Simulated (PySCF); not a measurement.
**Working out the ionisation energy of Bi**

Bi [Xe] 4f14 5d10 6s2 6p3 (4S) → Bi+ [Xe] 4f14 5d10 6s2 6p2 (3P). Calculation: PySCF 2.14, in aug-cc-pwCVTZ-DK3 (11s10p8d5f1g, 125 functions); scalar relativity by spin-free X2C-1e. Frozen: [Xe] 4f14 5d10. Energies in hartree (1 hartree = 27.21139 eV):

```tsv
part	Bi (lower)	Bi+ (upper)
UHF	-21527.122689	-21526.820890
CCSD correlation	-0.063068	-0.049659
(T)	-0.001923	-0.001007
```

Task: What does Hartree-Fock give?

Result: (-21526.820890) − (-21527.122689) = 0.301799 hartree = 8.212 eV.

Task: What do CCSD and CCSD(T) give?

Result: The CCSD correlation energies differ by 0.013409 hartree = 0.365 eV and the triples by 0.000916 hartree = 0.025 eV, so CCSD gives 8.577 eV and CCSD(T) 8.602 eV.

Reference: 7.286 eV (measured; NIST Atomic Spectra Database, ionization energies), between the lowest levels; spin-orbit coupling is absent from the calculation.

What remains against the reference includes basis incompleteness, the frozen core and higher excitations.
